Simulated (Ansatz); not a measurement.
Born–Oppenheimer molecular dynamics of Cl₃FH₅O₂SiTa (13 atoms, charge 0, multiplicity 1). It starts at the highest image of a converged band. Of that band: A vibrational analysis at the climbing image gives one clearly imaginary mode, 864i cm⁻¹, and a faint second one (22i cm⁻¹) that may be numerical noise or a soft torsion: probably a first-order saddle point.

Theory: RKS PBE/def2-SVP (Ansatz 0.2.0).

| Property | Result |
| --- | --- |
| ensemble | NVE (velocity Verlet) |
| time step | 0.5 fs |
| steps asked | 200 |
| starting velocities drawn for | 100 K |
| seed | 10838 |

First frame:

```xyz
13
Properties=species:S:1:pos:R:3
Ta -0.076 -0.147 -0.081
O 2.028 -0.076 -0.262
H 2.518 0.213 0.534
Cl 0.354 -0.166 2.259
Cl -0.201 0.065 -2.415
F -0.461 1.687 0.073
Cl -2.101 -1.243 0.150
O 0.872 -2.046 -0.317
Si 0.735 -3.740 -0.487
H 1.194 -4.127 -1.862
H 1.618 -4.379 0.545
H -0.699 -4.109 -0.273
H 1.817 -1.318 -0.316
```

Problem. How far do the bonds stretch over the last three quarters of this one trajectory? (Pairs bonded in most of those frames.)

Solution. 
```
   bond  mean (Å)  spread (Å)  shortest  longest
 Ta1–O2     2.524       0.162      2.16     2.67
Ta1–Cl4     2.394       0.029      2.34     2.43
Ta1–Cl5     2.361       0.016      2.33     2.38
 Ta1–F6     1.905       0.009      1.89     1.92
Ta1–Cl7     2.296       0.019      2.27     2.33
 Ta1–O8     1.934       0.075      1.86     2.10
  O2–H3     0.979       0.007      0.97     0.99
 O2–H13     0.984       0.014      0.97     1.03
 O8–Si9     1.689       0.029      1.64     1.73
Si9–H10     1.502       0.003      1.50     1.51
Si9–H11     1.504       0.031      1.46     1.55
Si9–H12     1.502       0.014      1.48     1.52
```

Pairs bonded in part of these frames only: Ta1–Si9 42 %, Ta1–H13 19 %.

Mean temperature of the second half: 273 K. The conserved energy stayed within 0.021 meV per atom of its start (net change 0.0035 meV per atom), so the integration is sound. The kinetic energy rose, since the run started high on the potential surface and went downhill. A run of 0.1 ps of so small a system gives no equilibrium averages. The orbitals stay closed-shell, which can raise the energy where a bond breaks towards radicals; this wasn't checked here.

The run took 10 min on 4 threads of Arm Neoverse V2, with other jobs on the host, peak memory 0.29 GiB.
